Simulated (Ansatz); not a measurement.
Cartesian coordinates in Å:
```
Si 0.290 -0.357 1.323
Si 1.120 0.428 -0.724
Sn -1.389 -0.070 -0.590
H 0.248 0.591 2.465
H 0.670 -1.729 1.748
H 1.996 -0.479 -1.509
H 1.574 1.840 -0.790
H -2.496 1.218 -0.549
H -2.012 -1.442 -1.374
```

Charge 0, multiplicity 1. Sn takes the def2 core potential.

(1) List the PBE0/def2-TZVPP orbital energies in eV (Ansatz 0.2.0). (Estimate.)

Answers

(1) Ansatz gave: Occupied: -1802.72, -1802.71, -145.06, -145.05, -139.87, -99.72, -99.72, -99.71, -99.69, -99.69, -99.69, -94.49, -94.48, -94.46, -28.28, -28.21, -28.18, -28.18, -28.11, -16.34, -13.72, -13.44, -10.50, -9.93, -9.79, -9.27, -7.00, -6.45. Lowest empty: -0.99, -0.70, -0.38, 0.21, 0.31, 1.54, 1.85, 2.09.
